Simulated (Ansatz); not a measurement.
Two structures of CH₅BrZn, closed shell, reached by relaxing down either side of one saddle point (PBE0-D4/def2-TZVP). Energies are electronic, without zero-point energy. Program: Ansatz 0.2.0. Basis: def2-TZVPP and def2-QZVPP. Cores are frozen in the correlated methods. The 3s and 3p shells of Cu and Zn are frozen; filled d shells are correlated. The def2 sets are not built for correlating such inner shells, so the correlated values are less sure here. Extrapolation: Hartree–Fock as exp(−7.88 √X), correlation as X^−2.97. First:

```
8
angstrom
Zn -0.1055 0.6361 0.8944
Br 0.7198 0.6633 2.9876
C -0.8252 0.6315 -0.8955
H 1.6467 -1.8374 0.7315
H 1.4597 -1.9800 0.0218
H -1.4670 -0.2395 -1.0402
H -0.0146 0.5929 -1.6255
H -1.4139 1.5329 -1.0741
```

Second:

```tsv
atom	x (Å)	y (Å)	z (Å)
Zn1	0.2505	-0.4174	-0.2799
Br2	1.7260	-0.4724	3.5733
C3	-1.0045	0.5923	-1.3536
H4	1.5354	-0.8508	2.1933
H5	1.2617	-1.2371	0.5709
H6	-1.9918	0.1246	-1.3389
H7	-0.6709	0.6493	-2.3925
H8	-1.1064	1.6114	-0.9727
```

Problem. Which bonds change from the first to the second?

Solution. CH₃BrZn ([CH3][Zn][Br]) + H₂ → CH₄Zn ([CH3][ZnH]) + HBr; bonds formed: Zn1–H5, Br2–H4; bonds broken: Zn1–Br2, H4–H5.

Problem. Give the saddle point's structure and its height above each. (An estimate is asked for; the value comes from the calculation.)

Solution. By the calculation: 1.740 eV above the first and 0.253 eV above the second (CCSD(T) at an estimated basis limit (MP2 extrapolated from triple and quadruple zeta, plus CCSD(T) − MP2 in triple zeta)).
Zn1  (0.386, -0.454, -0.001)
Br2  (0.951, 0.066, 2.702)
C3  (-0.872, 0.578, -1.042)
H4  (1.400, -0.985, 1.529)
H5  (1.497, -1.544, 0.523)
H6  (-1.856, 0.105, -1.010)
H7  (-0.553, 0.654, -2.082)
H8  (-0.954, 1.581, -0.618)
(Å)

No T1 diagnostic of these runs exceeds 0.012.

Labels in which every atom is bracketed show which atoms are joined, not bond orders.

For scale, one of the runs: CCSD(T)/def2-TZVPP, 213 basis functions, launched by `ansatz run in.yaml --threads 8 --pin off --events-out ev --progress --plain --max-ram 19148MiB`. Hardware: 8 CPU threads of an Intel Xeon 6975P-C, shared host. Wall time 15 s; peak host memory 3.3 GiB.
